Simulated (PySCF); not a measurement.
# Structure from NMR data

The spectra below were simulated for a compound C8H16SSi.

¹H NMR (400 MHz, computed): δ 4.57 (s, 3H), 2.18 (m, 1H), 1.90 (m, 2H), 1.88 (m, 2H), 1.69 (m, 2H), 1.50 (m, 2H), 1.46 (m, 2H), 1.10 (m, 2H).

¹³C{¹H} NMR (computed): δ 63.4 (C), 57.6 (CH), 44.7 (CH2), 36.2 (CH2), 28.1 (CH2).

Relativity neglected, in vacuum, fast rotation and ring inversion assumed for equivalent nuclei, one conformer. PBE0/pcSseg-1 with gauge-including orbitals; PBE0-D3(BJ)/def2-SVP structure; PySCF.

Referencing at the same level of theory: TMS for ¹H and ¹³C.

Task: What is the structure?

Result: 
The formula gives 2 degrees of unsaturation. 5 carbon signals for 8 carbons: some carbons are equivalent by symmetry or fast rotation. Carbon types of the structure: 1 × C, 1 × CH, 6 × CH2, leaving 3 H on heteroatoms. δC 63.4: fully substituted sp3 carbon bonded to S. δC 57.6: sp3 CH in a ring. δC 44.7, 36.2, 28.1: sp3 CH2 in a ring; a saturated carbon with 2 carbon neighbours and no heteroatom attached. δH 4.57: hydrogen on a silicon bonded to S. δH 2.18: hydrogen on an sp3 CH in a ring. δH 1.90, 1.88, 1.69, 1.50, 1.46, 1.10: hydrogen on an sp3 CH2 in a ring.

The compound is SMILES C1[C@]2(S[SiH3])[C@H](CC1)CCC2.

The data come from this structure; uniqueness wasn't tested.

Shifts are as computed. Against solution values, carbons near 30 ppm lie about +2 ppm off and those near 130 ppm about +5 ppm. Of 1211 compounds with measured shifts, 218 miss one by over three times the rms of a fit or turn the order of signals round; such compounds aren't used in these exercises. No couplings were computed; multiplicities are counted from neighbouring protons, with m where these are inequivalent, close in shift, in a saturated or five-membered ring or joined by F or P, and br s for small geminal =CH2 splittings.
